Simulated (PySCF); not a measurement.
## Mayer bond orders and bond lengths

Trimethylethoxysilane, C₅H₁₄OSi.
SMILES with atom numbers: `[CH3:1][CH2:2][O:3][Si:4]([CH3:5])([CH3:6])[CH3:7]` (hydrogens: H8, H9, H10 on C1; H11, H12 on C2; H13, H14, H15 on C5; H16, H17, H18 on C6; H19, H20, H21 on C7)

Cartesian coordinates in Å at the GFN2-xTB level; atoms count from 1:
```
atom  x, y, z in Å
C1     3.0215   -0.0311    0.8466
C2     1.8463    0.3236   -0.0519
O3     0.6657   -0.1944    0.4982
Si4   -0.8661   -0.0988   -0.0621
C5    -1.4531    1.7145   -0.1993
C6    -1.8311   -1.0531    1.2623
C7    -1.0372   -0.9065   -1.7854
H8     2.8683    0.3865    1.8380
H9     3.9433    0.3654    0.4296
H10    3.1046   -1.1108    0.9360
H11    1.7588    1.4126   -0.1485
H12    1.9982   -0.0947   -1.0543
H13   -1.3549    2.2311    0.7515
H14   -0.8701    2.2668   -0.9322
H15   -2.4939    1.7800   -0.4995
H16   -1.7218   -0.5949    2.2393
H17   -2.8882   -1.0739    1.0219
H18   -1.4884   -2.0791    1.3413
H19   -2.0668   -0.9118   -2.1282
H20   -0.4507   -0.3775   -2.5326
H21   -0.6932   -1.9370   -1.7708
```

Bond orders from the PBE0/pcSseg-1 density (PySCF). Geometry: GFN2-xTB, one conformer, isolated molecule.

(1) Where do the orders between heavy atoms depart from those drawn in the SMILES?

(2) Give the Mayer order of every bond between heavy atoms, beside its length.

(3) And the bonds to hydrogen?

(4) Sum the orders of all bonds at each heavy atom with more than one neighbour and set the sums beside the valence in the SMILES.

Results:

(1) The largest departure is 0.105, at C2–O3 (drawn single, 0.895).

(2) 
| bond | drawn as | length (Å) | Mayer order |
| --- | --- | --- | --- |
| C1–C2 | single | 1.521 | 1.070 |
| C2–O3 | single | 1.402 | 0.895 |
| O3–Si4 | single | 1.634 | 0.975 |
| Si4–C5 | single | 1.911 | 0.935 |
| Si4–C6 | single | 1.896 | 0.953 |
| Si4–C7 | single | 1.911 | 0.934 |

(3) C–H: 0.95 to 0.97 (14 bonds).

(4) C1 3.963 (drawn 4), C2 3.859 (drawn 4), O3 1.870 (drawn 2), Si4 3.797 (drawn 4), C5 3.804 (drawn 4), C6 3.827 (drawn 4), C7 3.803 (drawn 4). Orders between atoms that aren't bonded are not in these sums.

The Mayer order sums products of elements of PS (density times overlap matrix) between the two atoms' basis functions, so it depends on the basis set.
